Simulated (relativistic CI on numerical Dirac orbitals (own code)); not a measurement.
**Zr4+: M2,3 absorption edge**

Computed with this model: Dirac-Coulomb-Breit CI, KLI orbitals optimised for each configuration, model QED (radiative potential, 1s self-energy scaled to tabulated hydrogen-like ionisation energies), valence Slater integrals scaled by 0.8, multiplet model of core-to-valence dipole absorption; configurations [Ar] 3d10 4s2 4p6 → [Ne] 3s2 3p5 3d10 4s2 4p6 4d; 80 K; Lorentzian 2 eV and Gaussian 0.4 eV FWHM. Energies are those of the free ion, without screening or charge transfer. The branching ratio is the share of the lower-energy edge in the whole absorption, uncertain by about 0.02 where the edges overlap. S is read from ⟨S²⟩ = S(S + 1).

Field parameters in Wybourne normalisation: D3d B²₀ = −7Dσ, B⁴₀ = −14Dq − 21Dτ, B⁴₃ = −14√(10/7) Dq; D4h B²₀ = −7Ds, B⁴₀ = 21(Dq − Dt), B⁴₄ = 21√(5/14) Dq; Oh B⁴₀ = 21Dq, B⁴₄ = √(5/14) B⁴₀; Td as Oh with Dq negative (B⁴₀ = 21Dq, B⁴₄ = √(5/14) B⁴₀). The field is a parameter set, without covalency.

Computed curve for D4h, 10Dq = 44200, Ds = 1450, Dt = 360 cm⁻¹, scaled to 100 at the maximum (points under 2 are left out and the grid is thinned):

Energy (eV), Intensity and a bar:
```
   329.25        2.0 
   330.00        2.4 
   331.00        3.0 
   331.75        3.7 #
   332.50        4.7 #
   333.50        6.9 ##
   334.25        9.6 ##
   335.00       14.6 ####
   336.00       30.3 #########
   336.75       59.1 ##################
   337.50       96.0 ##############################
   338.50       73.5 #######################
   339.25       40.8 ############
   340.00       27.9 ########
   341.00       29.8 #########
   341.75       46.2 ##############
   342.50       66.5 #####################
   343.50       61.3 ###################
   344.25       36.1 ###########
   345.00       19.9 ######
   346.00       11.4 ###
   346.75        8.9 ##
   347.50        7.9 ##
   348.50        8.4 ##
   349.25       10.8 ###
   350.00       16.9 #####
   351.00       37.8 ###########
   351.75       44.7 ##############
   352.50       27.2 ########
   353.50       13.6 ####
   354.25       11.2 ###
   355.00       13.0 ####
   356.00       23.1 #######
   356.75       27.4 ########
   357.50       22.3 ######
   358.50       10.0 ###
   359.25        5.9 #
   360.00        3.9 #
   361.00        2.6 
   361.75        2.1
```

The ground state has S = 0.00, and the centroid lies at 343.91 eV.
